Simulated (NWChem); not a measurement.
System: Si₂H₄F₂; SMILES F[SiH](F)[SiH3]

```xyz
8

Si    -0.1040     1.7388     0.0000
Si     0.3934    -0.5549     0.0000
F     -0.2929    -1.2409     1.3160
F     -0.2929    -1.2409    -1.3160
H     -1.5954     1.9247     0.0000
H      0.4846     2.3806     1.2265
H      0.4846     2.3806    -1.2265
H      1.8465    -0.9248     0.0000
```
Atoms are numbered in this order, from 1.

Structure relaxed at the PBE-D3(BJ)/def2-SVP level. B3LYP is NWChem's, with the RPA form of VWN correlation.

Symmetry labels are those of Cs in the frame above (b1 and b2, or b-type labels, depend on it).

Question: List the 6 lowest vertical singlet excitations from B3LYP/6-31+G* (spherical d), full TDDFT (NWChem).

Answer: 
```tsv
state	energy (eV)	oscillator strength	symmetry	leading excitation (squared amplitude)
S1	6.81	0.009	a"	HOMO → LUMO (0.98)
S2	6.98	0.028	a'	HOMO → LUMO+1 (0.97)
S3	7.63	0.046	a'	HOMO → LUMO+2 (0.70)
S4	7.86	0.346	a'	HOMO → LUMO+3 (0.65)
S5	8.34	0.001	a"	HOMO−1 → LUMO (0.63)
S6	8.57	0.011	a'	HOMO−2 → LUMO (0.56)
```
